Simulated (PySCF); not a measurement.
Species: C3H7Br.
Atom-mapped SMILES: `[CH3:1][CH2:2][CH2:3][Br:4]` (hydrogens: H5, H6, H7 on C1; H8, H9 on C2; H10, H11 on C3)

Computed by this run: PBE0-D3(BJ)/def2-SVP geometry optimisation, gas phase in PySCF 2.14.0; density fitting, grid level 1; the optimiser is geomeTRIC in internal coordinates, started from a GFN2-xTB structure with every atom displaced at random (about 0.01 Å).

Step 0: E = -73249.1317 eV
```
atom  x, y, z in Å  |  force x, y, z in eV/Å
C1     -1.6539    0.4711   -0.0737   -1.075   0.539  -0.982
C2     -0.9688   -0.7047   -0.6992    0.950   0.809   0.464
C3      0.2956   -0.3087   -1.4199    0.546  -0.363   0.926
Br4     1.6993    0.3654   -0.1670   -0.448  -0.181  -0.395
H5     -1.0440    0.9679    0.6538    0.665   0.396   0.696
H6     -1.9332    1.2331   -0.8442    0.159  -0.337   0.330
H7     -2.5827    0.1755    0.4111   -0.346  -0.124   0.236
H8     -0.7207   -1.4303    0.0711    0.059  -0.511   0.248
H9     -1.6180   -1.1725   -1.4136   -0.620  -0.579  -0.741
H10     0.7714   -1.1569   -1.9067    0.163  -0.182  -0.245
H11     0.1365    0.4973   -2.1163   -0.056   0.534  -0.537
```

Step 1: E = -73249.2184 eV
```
atom  x, y, z in Å  |  force x, y, z in eV/Å
C1     -1.6735    0.4878   -0.0542    0.141   0.080   0.164
C2     -0.9583   -0.6871   -0.6951   -0.165  -0.162  -0.142
C3      0.3233   -0.3277   -1.4115    0.016   0.185  -0.178
Br4     1.6597    0.4496   -0.2275    0.123  -0.023   0.098
H5     -1.0478    0.9484    0.7317   -0.096  -0.052  -0.119
H6     -1.9016    1.2656   -0.7980   -0.019   0.051  -0.032
H7     -2.6202    0.1775    0.4084   -0.038  -0.042   0.009
H8     -0.7477   -1.4707    0.0531   -0.023   0.034  -0.016
H9     -1.6221   -1.1524   -1.4563    0.149   0.041   0.147
H10     0.8082   -1.1990   -1.8741   -0.059   0.041   0.035
H11     0.1614    0.4452   -2.1812   -0.029  -0.153   0.035
```

Q: Estimate the geometry and energy of step 2. (The exact step hangs on the optimiser's Hessian estimate; all steps are aligned on step 1, rigid shifts and turns removed.)

A: E = -73249.2231 eV, largest force 0.080 eV/Å
```
atom  x, y, z in Å  |  force x, y, z in eV/Å
C1     -1.6796    0.4900   -0.0536    0.018   0.017   0.009
C2     -0.9558   -0.6813   -0.6946   -0.016   0.000  -0.019
C3      0.3264   -0.3200   -1.4133    0.025   0.036   0.016
Br4     1.6896    0.4266   -0.2250   -0.059  -0.043  -0.034
H5     -1.0623    0.9561    0.7293    0.000  -0.005  -0.011
H6     -1.9177    1.2677   -0.7974   -0.006  -0.007   0.004
H7     -2.6238    0.1659    0.4081   -0.002  -0.004  -0.002
H8     -0.7431   -1.4614    0.0549   -0.001   0.012   0.011
H9     -1.6109   -1.1529   -1.4510    0.028  -0.008   0.017
H10     0.7961   -1.1971   -1.8755    0.005  -0.003  -0.005
H11     0.1626    0.4437   -2.1866    0.007   0.004   0.014
```

The energy changes by -0.0047 eV. The first-order estimate −F·Δx gives -0.0098 eV and the mean of the old and new forces, exact on a quadratic surface, -0.0049 eV. The step makes an angle of 71° with the force vector and moves no atom by more than 0.038 Å.

What follows is the cost of the whole optimisation. The run took 35 s on an Arm Neoverse N1 with one thread, shared host, and the process peaked at 0.45 GiB of memory.
